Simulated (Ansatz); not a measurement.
Cartesian coordinates in Å:
```
C 0.612 2.713 0.752
C -0.112 2.929 -0.566
C -1.525 3.447 -0.333
N -0.130 1.691 -1.325
Zr 0.773 -0.118 -1.043
O 0.662 -1.033 -2.755
O 2.603 0.046 -0.389
N -0.389 -1.052 0.367
C -0.202 -2.285 1.106
C -1.413 -3.199 0.974
C 1.058 -2.986 0.626
H 1.638 2.371 0.592
H 0.091 1.960 1.355
H 0.651 3.638 1.331
H 0.440 3.700 -1.126
H -2.100 2.724 0.251
H -1.512 4.398 0.206
H -2.045 3.606 -1.282
H -0.648 1.808 -2.189
H 0.376 -1.792 -3.257
H 3.543 -0.104 -0.407
H -1.265 -0.611 0.620
H -0.066 -2.062 2.177
H -1.287 -4.112 1.562
H -1.565 -3.476 -0.073
H -2.320 -2.697 1.324
H 0.967 -3.251 -0.434
H 1.233 -3.908 1.184
H 1.936 -2.346 0.751
```

The species carries charge 0 and has multiplicity 1. Zr takes the def2 core potential.

(1) List the PBE0/def2-TZVPP orbital energies in eV (the Gaussian-basis code of Ansatz). (An estimate is asked.)

## Answers

(1) Computed: Occupied: -521.91, -521.80, -390.27, -390.10, -278.83, -278.78, -277.72, -277.65, -277.62, -277.62, -57.92, -34.62, -34.39, -34.20, -26.38, -26.13, -24.08, -23.97, -20.53, -20.49, -19.16, -19.14, -15.81, -15.76, -13.52, -13.43, -13.36, -13.17, -12.41, -12.39, -11.86, -11.82, -10.76, -10.73, -10.38, -10.29, -9.92, -9.89, -9.66, -9.65, -9.24, -9.11, -8.95, -8.72, -8.64, -8.48, -6.50, -6.24. Lowest empty: 0.09, 0.28, 0.55, 0.67, 0.85, 0.92, 1.28, 1.51.
